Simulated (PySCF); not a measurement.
Pb⁶²⁺: ionisation energy

Pb⁶²⁺ [Ar] 3d2 [3d3/2^2, M_J = 2] → Pb⁶³⁺ [Ar] 3d1 [3d3/2^1, M_J = 3/2], as a difference of total energies. All numbers are calculated (PySCF 2.14, the two-component X2C-1e Hamiltonian, in an even-tempered Gaussian basis (15 s from 20 bohr⁻², ratio 2.8; 12 p from 26 bohr⁻², ratio 2.8; 8 d from 26 bohr⁻², ratio 2.8; 3 f from 81 bohr⁻², ratio 3)). Correlated levels: [Ne] frozen; the 72 highest virtual spinors dropped. "Screened" scales the spin-orbit matrix elements by Boettger's factors to mimic the two-electron term; Breit and QED terms are absent.

| method | ionisation energy (eV) |
| --- | --- |
| GHF (spin-free) | 6702.9 |
| GMP2 (spin-free) | 6702.3 |
| GHF (screened spin-orbit) | 6770.9 |
| GMP2 (screened spin-orbit) | 6770.7 |

Breit and QED terms and the two-electron picture change are absent.

The spin-free rows relax to the high-spin LS determinant and lack the spin-orbit shift.

The labels give the starting determinants; with spin-orbit coupling the two ends relaxed to ⟨J²⟩ = 6.00, ⟨L²⟩ = 10.10, ⟨S²⟩ = 1.56 and ⟨J²⟩ = 3.75, ⟨L²⟩ = 6.09, ⟨S²⟩ = 0.84.

For comparison: 6767 ± 15 eV (theoretical estimate listed by NIST; NIST Atomic Spectra Database, ionization energies).
